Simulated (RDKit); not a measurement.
Input file for RDKit: UFF on CH6SiTe (SMILES C[Te][SiH3]), a point of a torsion scan.

```python
from rdkit import Chem
from rdkit.Chem import AllChem, rdDetermineBonds

blocks = [
'''9

C     1.71155748   -0.12846757    0.14766676
Te    0.40221353    0.82143701   -1.28645266
Si   -1.67692683    0.11846965   -0.10218310
H     1.53152398   -1.19430435    0.17680162
H     2.73286268    0.04891861   -0.15737908
H     1.55956882    0.28904585    1.13347546
H    -2.46218596    1.28031687    0.30623486
H    -1.29946461   -0.64646345    1.08030673
H    -2.51403062   -0.71059407   -0.96541982
''',
]
mol = None
for b in blocks:
    f = Chem.MolFromXYZBlock(b)
    rdDetermineBonds.DetermineBonds(f, charge=0)
    mol = f if mol is None else Chem.CombineMols(mol, f)
Chem.SanitizeMol(mol)
print(Chem.MolToSmiles(Chem.RemoveHs(mol)))
ff = AllChem.UFFGetMoleculeForceField(mol, vdwThresh=100.0, ignoreInterfragInteractions=False)
e = ff.CalcEnergy()
print(f'UFF energy {e:.6f} kcal/mol')
```

It printed:

```
C[Te][SiH3]
UFF energy 1.321716 kcal/mol
```

The run finished.

Cost: around 0.010 core-seconds (rough).
